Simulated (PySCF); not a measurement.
# Which basis set comes closest?

Molecule: SMILES C[Si](C)(C)CF, C$_{4}$H$_{11}$FSi.

Atoms are numbered as in `[CH3:1][Si:2]([CH3:3])([CH3:4])[CH2:5][F:6]` (H(Xn): hydrogen on atom n).

Geometry PBE0-D3(BJ)/def2-SVP throughout; GIAO in PySCF 2.14, gas phase, one conformer, non-relativistic; equivalent atoms averaged; functional PBE0.

Reference values (measured; G. Saielli, R. Bini, A. Bagno, Computational 19F NMR. 2. Organic compounds, RSC Adv. 2014, ESI (exp. from Berger-Braun-Kalinowski 1994 and Everett 1995)): δ(F6) = -277.0 ppm vs CFCl3. Computed shifts are taken against CFCl3, calculated as an isolated molecule at each level.

Q: How do the basis sets STO-3G, 6-31G, pcSseg-0, 6-31G*, def2-SVP, cc-pVDZ, pcSseg-1, 6-311+G(2d,p), aug-cc-pVDZ, def2-TZVP, IGLO-III perform against the reference? Times are CPU seconds on shared hosts with different chips, so compare them loosely.

A: 
```tsv
basis set	functions	F6	abs. error F	core-s
STO-3G	45	-163.0	114.0	4
6-31G	80	-299.1	22.1	8
pcSseg-0	80	-329.4	52.4	5.9
6-31G*	110	-279.8	2.8	11
def2-SVP	143	-266.5	10.5	14
cc-pVDZ	143	-275.6	1.4	13
pcSseg-1	164	-300.7	23.7	18
6-311+G(2d,p)	236	-296.6	19.6	31
aug-cc-pVDZ	241	-278.1	1.1	29
def2-TZVP	258	-294.9	17.9	36
IGLO-III	329	-298.2	21.2	44
```

For 19F the closest is aug-cc-pVDZ (1.1 ppm, with cc-pVDZ practically level) and the furthest STO-3G (114.0 ppm). Where a smaller basis beats a larger one, errors probably cancel. One molecule is a small sample, and vibrational and solvent effects are absent from the calculation.

A small basis that lands close on one nucleus may do so by chance; judge by the trend and by all nuclei.
